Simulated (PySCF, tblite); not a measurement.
Species: C₄H₁₀O₃Si₂.
Atom-mapped SMILES: `[CH:1]#[C:2][SiH2:3][O:4][SiH:5]([O:6][CH3:7])[O:8][CH3:9]` (hydrogens: H10 on C1; H11, H12 on Si3; H13 on Si5; H14, H15, H16 on C7; H17, H18, H19 on C9)

Structure used (GFN2-xTB), in Å, numbered top down from 1:
```xyz
19
C4H10O3Si2 angstrom
C      3.167    2.241   -0.380
C      2.867    1.108   -0.106
Si     2.391   -0.637    0.320
O      0.919   -0.929   -0.288
Si    -0.685   -0.791   -0.363
O     -1.255   -1.795    0.760
C     -2.589   -2.007    1.120
O     -1.222    0.695    0.004
C     -0.793    1.913   -0.535
H      3.431    3.231   -0.620
H      2.388   -0.770    1.777
H      3.256   -1.576   -0.393
H     -1.014   -1.173   -1.730
H     -3.095   -2.602    0.356
H     -2.599   -2.551    2.065
H     -3.119   -1.061    1.238
H     -1.208    2.714    0.079
H     -1.149    2.022   -1.562
H      0.298    1.976   -0.531
```

Jobs on this species (19 atoms, 86 electrons) with PySCF (density fitting) and tblite. Hardware of each: Arm Neoverse V1, one thread, on a shared host. Other jobs ran on the host; a repeat could differ by tens of per cent or more.

Task: Rank these jobs by wall time, shortest first.
A. GFN2-xTB; Hessian by finite differences
B. GFN2-xTB; L-BFGS relaxation
C. PBE0/pcSseg-1; shieldings, charges and field gradients, density and orbital grids written; 217 basis functions

Result: A (0.91 s), B (2.3 s), C (54 s).

All jobs:

```tsv
level and settings	work	basis functions	SCF cycles	wall time
GFN2-xTB	Hessian by finite differences	–	–	0.91 s
GFN2-xTB	L-BFGS relaxation	–	–	2.3 s
PBE0/pcSseg-1	shieldings, charges and field gradients, density and orbital grids written	217	14	54 s
```

Task: What do all jobs in the table cost together?

Result: About 57 s; the longest takes about 94 % of that, and about 59 times as long as the shortest.
